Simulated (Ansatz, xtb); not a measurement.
Spectroscopic constants of HfP, multiplicity 2 (lowest of 2S+1 = 2, 4, 6, 8 at CCSD(T)/def2-TZVPP on PBE0 minima; our sources give no spin for the ground state, which may be another). No spin–orbit coupling. The T1 diagnostic near the minimum is 0.077, so single-reference values are doubtful.

Seven points along R, fitted to fifth degree in 1/R; most abundant isotopes. In def2 and cc sets the state is the lowest found near the PBE0 minimum, followed along R.

The values were computed with Ansatz (a program for electronic structure) with Gaussian orbitals; xtb for the GFN methods.  In def2 rows elements past Kr take small-core potentials, without spin–orbit coupling. The GFN methods have no spin term and hold the electronic entropy of 300 K.

```json
[
 {"level": "GFN1-xTB", "r_e (Å)": "2.281", "ω_e (cm⁻¹)": "636", "ω_e x_e (cm⁻¹)": "1.8", "B_e (cm⁻¹)": "0.123", "dipole (D)": "-"},
 {"level": "GFN2-xTB", "r_e (Å)": "2.298", "ω_e (cm⁻¹)": "513", "ω_e x_e (cm⁻¹)": "2.3", "B_e (cm⁻¹)": "0.121", "dipole (D)": "-"},
 {"level": "SVWN5/def2-TZVPP", "r_e (Å)": "2.201", "ω_e (cm⁻¹)": "500", "ω_e x_e (cm⁻¹)": "1.1", "B_e (cm⁻¹)": "0.132", "dipole (D)": "4.57"},
 {"level": "PBE/def2-TZVPP", "r_e (Å)": "2.217", "ω_e (cm⁻¹)": "489", "ω_e x_e (cm⁻¹)": "1.1", "B_e (cm⁻¹)": "0.130", "dipole (D)": "4.69"},
 {"level": "B97M-V/def2-TZVPP", "r_e (Å)": "2.207", "ω_e (cm⁻¹)": "506", "ω_e x_e (cm⁻¹)": "1.1", "B_e (cm⁻¹)": "0.131", "dipole (D)": "5.10"},
 {"level": "B3LYP/def2-TZVPP", "r_e (Å)": "2.212", "ω_e (cm⁻¹)": "496", "ω_e x_e (cm⁻¹)": "1.1", "B_e (cm⁻¹)": "0.130", "dipole (D)": "4.88"},
 {"level": "PBE0/def2-TZVPP", "r_e (Å)": "2.194", "ω_e (cm⁻¹)": "515", "ω_e x_e (cm⁻¹)": "1.1", "B_e (cm⁻¹)": "0.133", "dipole (D)": "5.21"},
 {"level": "CAM-B3LYP/def2-TZVPP", "r_e (Å)": "2.191", "ω_e (cm⁻¹)": "518", "ω_e x_e (cm⁻¹)": "1.2", "B_e (cm⁻¹)": "0.133", "dipole (D)": "5.24"},
 {"level": "wB97X-V/def2-TZVPP", "r_e (Å)": "2.181", "ω_e (cm⁻¹)": "532", "ω_e x_e (cm⁻¹)": "1.2", "B_e (cm⁻¹)": "0.134", "dipole (D)": "5.57"},
 {"level": "wB97M-V/def2-TZVPP", "r_e (Å)": "2.190", "ω_e (cm⁻¹)": "520", "ω_e x_e (cm⁻¹)": "1.1", "B_e (cm⁻¹)": "0.133", "dipole (D)": "5.10"}
]
```
